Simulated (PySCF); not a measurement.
A PySCF script (with the pyscf-properties extension) for the NMR shieldings of `[SiH3]CC(=C)[Si@@]1(P)CCO1`, C$_{5}$H$_{13}$OPSi$_{2}$, on a GFN2-xTB geometry:

```python
import basis_set_exchange as bse
import numpy as np
from pyscf import gto, dft
from pyscf.prop import nmr

atoms = """
C    -1.292546    0.266911    2.004654
C    -0.764112   -0.163217    0.864526
C    -1.449627   -1.171032    0.005249
Si   -2.335156   -0.320245   -1.459224
Si    0.877235    0.546212    0.227188
P     1.144200    2.772432    0.406984
C     2.449092   -0.522225    0.472954
C     2.336839   -0.731085   -1.033503
O     1.191145    0.057635   -1.338393
H    -0.810231    1.017002    2.609004
H    -2.227880   -0.116052    2.382955
H    -2.171071   -1.738880    0.595223
H    -0.720180   -1.872852   -0.397533
H    -1.392910    0.447338   -2.264902
H    -2.969753   -1.372180   -2.259216
H    -3.364000    0.568398   -0.907616
H     0.414045    2.873880    1.575496
H     0.037202    3.040543   -0.381395
H     3.355060   -0.005205    0.770593
H     2.352773   -1.436294    1.048043
H     3.189195   -0.356216   -1.600850
H     2.140271   -1.765483   -1.321086
"""
names = dict.fromkeys(["C", "Si", "P", "O", "H"], "pcSseg-1")
basis = {el: gto.basis.parse(bse.get_basis(n, elements=[el], fmt="nwchem")) for el, n in names.items()}
mol = gto.M(atom=atoms, basis=basis, charge=0, verbose=0)
mf = dft.RKS(mol, xc="PBE0")
mf.grids.level = 2
mf.grids.alignment = dft.numint.BLKSIZE   # the property module wants whole blocks of grid points
mf.conv_tol = 1e-9
mf.kernel()

calc = nmr.RKS(mf)   # GIAO
C = mf.mo_coeff
Co = C[:, mf.mo_occ > 0]
resp = mf.gen_response(singlet=True, hermi=2)
def vind(x):   # induced exchange potential for any number of trial vectors
    d = np.einsum("pi,xij,qj->xpq", C, 2 * x.reshape(-1, C.shape[1], Co.shape[1]), Co, optimize=True)
    return np.einsum("xpq,pi,qj->xij", resp(d - d.transpose(0, 2, 1)), C, Co, optimize=True).ravel()
mo1, _ = nmr.rhf.solve_mo1(calc, with_cphf=vind)
sigma = calc.kernel(mo1)
for i, s in enumerate(sigma):   # ppm
    print("%2d %-2s %9.2f" % (i, mol.atom_pure_symbol(i), np.trace(s) / 3))
```

Task: What does it print?

Result: 
```
 0 C      55.73
 1 C      23.71
 2 C     163.69
 3 Si    414.58
 4 Si    298.37
 5 P     600.04
 6 C     161.78
 7 C     116.24
 8 O     264.08
 9 H      26.41
10 H      25.66
11 H      29.62
12 H      29.50
13 H      27.70
14 H      27.65
15 H      28.13
16 H      30.52
17 H      30.45
18 H      29.46
19 H      29.73
20 H      26.79
21 H      26.91
```

These numbers come from an equivalent density-fitted implementation of the same equations, which agrees with the script to about 0.01 ppm for H and up to a few tenths of a ppm for heavy atoms, so last digits may differ.

Size and cost of the density-fitted run: 239 basis functions, 98 s wall time on 1 thread of an Intel Xeon Platinum 8259CL, shared host; peak memory 1.1 GiB.
